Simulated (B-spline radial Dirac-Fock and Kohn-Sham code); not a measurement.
**What relativity does to the binding energies of I²⁺**

System: the I²⁺ ion, configuration [Kr] 4d10 5s2 5p3.

Both columns are ΔSCF binding energies of the configuration average from a B-spline atomic structure program: non-relativistic Hartree-Fock with a point nucleus, and Dirac-Fock with a finite nucleus and the Coulomb interaction alone, averaged over the two j levels with weights 2j+1.

```csv
shell,Hartree-Fock (eV),Dirac-Fock (eV),shift (eV),shift (%)
1s,31990.7,33315.1,+1324.43,+4.14
2s,4910.7,5237.8,+327.12,+6.66
2p,4600.3,4696.6,+96.35,+2.09
3s,1038.3,1108.3,+70.00,+6.74
3p,906.9,928.4,+21.55,+2.38
3d,664.9,655.2,-9.67,-1.45
4s,212.8,226.8,+13.97,+6.56
4d,81.77,79.30,-2.47,-3.02
5s,39.05,40.86,+1.82,+4.66
5p,28.38,28.55,+0.16,+0.57
```

Relativity binds 1s, 2s, 2p, 3s, 3p, 4s, 5s, 5p more strongly, among those listed most of all 3s in relative terms, and 3d, 4d more weakly, because the contracted s and p shells screen the nucleus better.

Values without a named source are computed, but for edge energies of neutral atoms, which are taken from tables.
